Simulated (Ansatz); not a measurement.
```yaml
crystal:
  periodic: [false, false, false]
  atoms:
    - {symbol: C, position_ang: [2.171049, 0.268904, -1.299748]}
    - {symbol: O, position_ang: [1.951135, 0.810073, -0.003620]}
    - {symbol: C, position_ang: [2.493671, 0.055362, 1.063894]}
    - {symbol: C, position_ang: [1.743301, -1.233798, 1.378181]}
    - {symbol: O, position_ang: [0.402704, -0.978261, 1.843158]}
    - {symbol: S, position_ang: [-0.851655, -1.094928, 0.741340]}
    - {symbol: O, position_ang: [-1.987738, -1.604529, 1.510079]}
    - {symbol: O, position_ang: [-0.352963, -1.760424, -0.476944]}
    - {symbol: C, position_ang: [-1.095547, 0.680917, 0.418705]}
    - {symbol: C, position_ang: [-1.873996, 1.026480, -0.841339]}
    - {symbol: F, position_ang: [-1.191178, 0.631505, -1.954718]}
    - {symbol: F, position_ang: [-1.975773, 2.396133, -0.885143]}
    - {symbol: C, position_ang: [-3.312039, 0.479748, -0.949072]}
    - {symbol: F, position_ang: [-3.987680, 0.801686, 0.186780]}
    - {symbol: F, position_ang: [-3.286241, -0.867852, -1.087611]}
    - {symbol: H, position_ang: [1.613832, -0.679401, -1.464682]}
    - {symbol: H, position_ang: [3.258121, 0.099066, -1.483420]}
    - {symbol: H, position_ang: [1.798394, 1.016258, -2.026083]}
    - {symbol: H, position_ang: [3.564268, -0.203527, 0.866650]}
    - {symbol: H, position_ang: [2.465520, 0.720067, 1.952339]}
    - {symbol: H, position_ang: [2.252051, -1.766829, 2.208216]}
    - {symbol: H, position_ang: [1.708793, -1.917337, 0.504734]}
    - {symbol: H, position_ang: [-1.611469, 1.080315, 1.310267]}
    - {symbol: H, position_ang: [-0.073679, 1.103938, 0.316113]}
    - {symbol: H, position_ang: [-3.822870, 0.936423, -1.828065]}
basis:
  gaussian: {orbitals: def2-TZVP}
magnetization: {spin_polarized: true, initial_magnetization: 2}
hamiltonian: {xc: pbe0, dispersion: d4}
scf: {omitted_lower_state_checks: [starts]}
output: {orbitals: {seedname: orbitals}}
```

```sh
$ ansatz run in.yaml --threads 4 --pin off --events-out ev --progress --plain --max-ram 6963MiB
```

Question: Does this run fit into the memory that it is given?

Answer: No. It has 531 basis functions, and Ansatz plans for 9 GiB where 7 GiB are given.
